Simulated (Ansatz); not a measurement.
`O=C(O)C[SiH3]` and `[CH3][GeH2][C](=O)O` differ in one atom or group.

Ansatz, PBE0-D4/def2-TZVP geometries, multiplicity 1. Each molecule was computed in one conformer, which needn't be the lowest.

Scalar relativity is left out up to krypton.

| property | `O=C(O)C[SiH3]` |
| --- | --- |
| HOMO energy (B3LYP/def2-TZVPP) / eV | -8.07 |
| size of the dipole moment (B3LYP/def2-TZVPP) / D | 1.87 |
| size of the dipole moment (PBE/def2-TZVPP) / D | 1.87 |
| HOMO energy (PBE0/def2-TZVPP) / eV | -8.31 |
| size of the dipole moment (ωB97M-V/def2-TZVPP) / D | 1.87 |
| HOMO–LUMO gap (PBE/def2-TZVPP) / eV | 5.49 |

What does the change do to each property? (Best estimate.)

Ansatz gave: 
```tsv
property	`[CH3][GeH2][C](=O)O`	shift
HOMO energy (B3LYP/def2-TZVPP) / eV	-7.43	0.64
size of the dipole moment (B3LYP/def2-TZVPP) / D	2.22	0.35
size of the dipole moment (PBE/def2-TZVPP) / D	2.12	0.25
HOMO energy (PBE0/def2-TZVPP) / eV	-7.65	0.66
size of the dipole moment (ωB97M-V/def2-TZVPP) / D	2.22	0.35
HOMO–LUMO gap (PBE/def2-TZVPP) / eV	4.71	-0.78
```

With PBE0 the HOMO rises by 0.66 eV and the LUMO falls by 0.42 eV, so the gap narrows by about 1.08 eV. PBE moves the HOMO by 0.44 eV and ωB97M-V by 0.82 eV. Dipoles are sizes alone; their direction can turn.

B3LYP here is the variant with VWN-RPA as its local correlation; programs differ in this.
